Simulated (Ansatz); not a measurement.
The cluster MoO5H4, relaxed as a singlet with RKS PBE-D4/def2-SVP in Ansatz, starting from the GFN2-xTB geometry. Force threshold 0.02 eV/Å.

In the def2 sets Mo takes a core potential; there is no spin–orbit coupling. The structure holds one bond between oxygen atoms, so isomers without such links may lie far lower. The structure comes from a short search, and lower isomers may exist.

Start:

```xyz
10

Mo   -0.439    0.428   -0.133
O    -0.680    1.534    1.207
O     0.876   -0.220    0.923
O    -0.789    1.446   -1.372
O     0.102   -0.928   -1.228
O     1.869   -1.181    0.718
H     0.012   -1.180   -2.156
H    -1.847   -0.292    0.108
H     1.580   -1.631   -0.104
H    -0.685    2.023    2.037
```

```
         step  energy (eV)  largest force component (eV/Å)  SCF passes
            1  -12138.5639                           3.691          27
            2  -12139.5620                           0.891          31
            3  -12139.6867                           0.732          32
            4  -12139.7623                           0.712          32
            5  -12139.8108                           0.709          32
            6  -12139.8487                           0.569          25
            7  -12139.8746                           0.438          25
            8  -12139.9010                           0.597          26
            9  -12139.9158                           0.420          24
           10  -12139.9273                           0.174          24
           11  -12139.9387                           0.334          32
           12  -12139.9405                           1.000          32
           13  -12139.9685                           0.420          25
14 (rejected)  -12139.9346                           1.667          31
           15  -12140.0057                           0.160          32
           16  -12140.0239                           0.549          32
           17  -12140.0342                           0.310          24
           18  -12140.0451                           0.226          25
           19  -12140.0466                           0.093          26
           20  -12140.0489                           0.047          26
           21  -12140.0495                           0.034          26
           22  -12140.0500                           0.035          26
           23  -12140.0506                           0.034          25
           24  -12140.0507                           0.025          27
           25  -12140.0507                           0.013          17
```

Force components are those of the run's own axes.

End:

```xyz
10

Mo   -0.0313    0.4048   -0.0879
O    -0.7057    1.3496    1.4165
O     1.3034   -0.3031    1.1850
O     0.3733    1.6359   -1.1649
O    -0.2679   -1.2158   -1.0779
O     2.0676   -0.5700   -0.0301
H    -1.1380   -1.5965   -1.2894
H    -1.7253    0.3184   -0.2851
H     1.7764   -1.4867   -0.2721
H    -1.6525    1.4634    1.6058
```

Bonds formed: Mo1–O6 (atoms count from 1).

No frequencies were taken in this run, so the end may be a saddle point.

Hardware: 4 threads of Arm Neoverse V2 on a shared host. Wall time 24 s.
